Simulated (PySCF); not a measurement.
Zr(OH)2 (H₂O₂Zr), SMILES [OH][Zr][OH] (connectivity only; charge and spin as stated), neutral, multiplicity 3.

Geometry: PBE0-D3(BJ)/def2-TZVP. The spin state was assumed, not searched. The def2 effective core potentials stand for the cores of Zr; spin–orbit coupling is left out. Other conformers were not sampled.

All values below come from PBE/def2-TZVPD (PySCF).

| Item | Value |
|---|---|
| total energy | -198.68197 hartree |
| point group | C2v |
| α spin, highest occupied and lowest empty level | -3.34 and -2.70 eV |
| β spin, highest occupied and lowest empty level | -7.45 and -2.43 eV |
| dipole moment | 1.19 D |
| quadrupole, principal values (traceless, Buckingham form, about the centre of nuclear charge) | -5.00, -0.14, 5.14 D·Å |
| mean static polarisability | 88.2 bohr³ (13.07 Å³) |
| polarisability, principal values | 76.7, 91.3, 96.7 bohr³ |
| ⟨S²⟩ | 2.004 (pure state 2.00) |
